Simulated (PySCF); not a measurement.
BO, doublet, at a GFN2-xTB geometry; PySCF with PBE/cc-pVDZ.

PySCF was given this input:
```python
from pyscf import gto, scf, dft

mol = gto.M(
    atom='''
B    -0.000000   -0.000000   -0.729195
O     0.000000    0.000000    0.455747
''',
    basis='cc-pvdz',
    charge=0,
    spin=1,
    verbose=4,
)

mf = dft.UKS(mol)
mf.xc = 'pbe'
mf.kernel()
```

Output, abridged:

```
PySCF version 2.14.0

[INPUT] verbose = 4
[INPUT] num. atoms = 2
[INPUT] num. electrons = 13
[INPUT] charge = 0
[INPUT] spin (= nelec alpha-beta = 2S) = 1
[INPUT] symmetry False subgroup None
[INPUT] Mole.unit = angstrom
[INPUT] Symbol           X                Y                Z      unit          X                Y                Z       unit  Magmom
[INPUT]  1 B      0.000000000000   0.000000000000  -0.729195000000 AA    0.000000000000   0.000000000000  -1.377978841402 Bohr   0.0
[INPUT]  2 O      0.000000000000   0.000000000000   0.455747000000 AA    0.000000000000   0.000000000000   0.861237012092 Bohr   0.0

nuclear repulsion = 17.8633962141607
number of shells = 10
number of NR pGTOs = 52
number of NR cGTOs = 28
basis = cc-pvdz
ecp = {}

******** <class 'pyscf.dft.uks.UKS'> ********
method = UKS
initial guess = minao
damping factor = 0
level_shift factor = 0
DIIS = <class 'pyscf.scf.diis.CDIIS'>
diis_start_cycle = 1
diis_space = 8
diis_damp = 0
SCF conv_tol = 1e-09
SCF conv_tol_grad = None
SCF max_cycles = 50
direct_scf = True
direct_scf_tol = 1e-13
number electrons alpha = 7  beta = 6
XC library pyscf.dft.libxc version 7.1.2
    S. Lehtola, C. Steigemann, M. J. T. Oliveira, and M. A. L. Marques,  SoftwareX 7, 1–5 (2018)
XC functionals = pbe
    J. P. Perdew, K. Burke, and M. Ernzerhof,  Phys. Rev. Lett. 77, 3865 (1996)
    J. P. Perdew, K. Burke, and M. Ernzerhof,  Phys. Rev. Lett. 78, 1396 (1997)
    J. P. Perdew, K. Burke, and M. Ernzerhof,  Phys. Rev. Lett. 77, 3865 (1996)
    J. P. Perdew, K. Burke, and M. Ernzerhof,  Phys. Rev. Lett. 78, 1396 (1997)
radial grids:
    Treutler-Ahlrichs [JCP 102, 346 (1995); DOI:10.1063/1.469408] (M4) radial grids

becke partition: Becke, JCP 88, 2547 (1988); DOI:10.1063/1.454033
pruning grids: <function nwchem_prune>
grids dens level: 3
symmetrized grids: False
atomic radii adjust function: <function treutler_atomic_radii_adjust>
small_rho_cutoff = 0
Set gradient conv threshold to 3.16228e-05
tot grids = 28128
init E= -100.053979439669

cycle= 1 E= -99.7242720522971  delta_E= 0.33  |g|= 0.663  |ddm|= 1.22
cycle= 2 E= -96.6711517376037  delta_E= 3.05  |g|= 2.31  |ddm|= 1.66
cycle= 3 E= -99.8951842545495  delta_E= -3.22  |g|= 0.16  |ddm|= 1.48
cycle= 4 E= -99.9109940003719  delta_E= -0.0158  |g|= 0.0384  |ddm|= 0.198
cycle= 5 E= -99.9118003506891  delta_E= -0.000806  |g|= 0.0041  |ddm|= 0.051
cycle= 6 E= -99.9118095321709  delta_E= -9.18e-06  |g|= 0.0014  |ddm|= 0.00459
cycle= 7 E= -99.9118110148659  delta_E= -1.48e-06  |g|= 0.000505  |ddm|= 0.00156
cycle= 8 E= -99.9118112285727  delta_E= -2.14e-07  |g|= 5.48e-05  |ddm|= 0.00073
cycle= 9 E= -99.9118112342474  delta_E= -5.67e-09  |g|= 2.59e-05  |ddm|= 0.000168
cycle= 10 E= -99.9118112345543  delta_E= -3.07e-10  |g|= 3.04e-06  |ddm|= 1.56e-05
Extra cycle  E= -99.911811234515  delta_E= 3.93e-11  |g|= 1.04e-05  |ddm|= 7.56e-06
converged SCF energy = -99.911811234515  <S^2> = 0.75902058  2S+1 = 2.0090003
```
